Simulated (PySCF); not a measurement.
A ladder of Hamiltonians for Cr¹⁴⁺ (chromium, charge +14)

Occupied: 1s1/2, 2s1/2, 2p1/2, 2p3/2. Hartree-Fock calculated with PySCF 2.14 in an uncontracted even-tempered set (20 s from 0.83 bohr⁻², ratio 2.3; 14 p from 0.99 bohr⁻², ratio 2.3), Gaussian nucleus throughout. NR is non-relativistic, sf-X2C the spin-free one-electron X2C Hamiltonian, X2C adds the bare one-electron spin-orbit term, X2C-SNSO screens it by Boettger's factors, DC is four-component Dirac-Coulomb, and the Gaunt and Breit terms are added at first order (total energies over the DC spinors, levels after relaxing the spinors in that mean field). QED terms are absent. Levels marked empty are virtual spinors of this ion.

```tsv
level (eV)	NR	sf-X2C	X2C	X2C-SNSO
1s1/2	-6431.3	-6477.4	-6477.4	-6477.4
2s1/2	-1120.2	-1130.8	-1130.8	-1130.8
2p1/2	-1013.5	-1015.9	-1022.7	-1022.1
2p3/2	-1013.5	-1015.9	-1012.6	-1012.9
3s1/2 (empty)	-381.08	-383.57	-383.57	-383.57
3p1/2 (empty)	-351.39	-352.23	-353.52	-353.41
3p3/2 (empty)	-351.39	-352.23	-351.59	-351.65
```

Task: Where do the four-component calculations put these levels?

Result: 1s1/2: DC -6479.9, DC+Gaunt -6473.8, DC+Breit -6474.1; 2s1/2: DC -1131.0, DC+Gaunt -1130.5, DC+Breit -1130.6; 2p1/2: DC -1022.1, DC+Gaunt -1021.3, DC+Breit -1021.4; 2p3/2: DC -1013.0, DC+Gaunt -1012.5, DC+Breit -1012.6; 3s1/2 (empty): DC -383.62, DC+Gaunt -383.52, DC+Breit -383.53; 3p1/2 (empty): DC -353.42, DC+Gaunt -353.26, DC+Breit -353.28; 3p3/2 (empty): DC -351.67, DC+Gaunt -351.56, DC+Breit -351.58 (eV).

| Hamiltonian | E (hartree) | E − E(DC) (hartree) | CPU seconds |
| --- | --- | --- | --- |
| NR | -957.2375 | 6.2353 | 0.56 |
| sf-X2C | -963.3359 | 0.1369 | 0.32 |
| X2C | -963.3492 | 0.1236 | 0.42 |
| X2C-SNSO | -963.3470 | 0.1258 | 0.41 |
| DC | -963.4728 | 0.0000 | 19 |
| DC+Gaunt | -963.1076 | 0.3652 | 34 |
| DC+Breit | -963.1371 | 0.3358 | 100 |

Weight of the small component: 1s1/2 0.00743, 2s1/2 0.00138, 2p1/2 0.00135, 2p3/2 0.00133, 3s1/2 0.000414, 3p1/2 0.000397, 3p3/2 0.000394.

Koopmans' value for the highest occupied level at DC+Breit: 1012.6 eV, against an ionisation energy of 1011.6 ± 0.5 eV (semi-empirical (NIST evaluation); NIST Atomic Spectra Database, ionization energies); the former lacks relaxation, correlation, QED and recoil.

The whole ladder took 160 s of wall time on 1 thread of Neoverse-N1 (shared host), launched as `OMP_NUM_THREADS=1 python relrun2.py TASK.json OUT` (a driver that calls PySCF for each Hamiltonian).
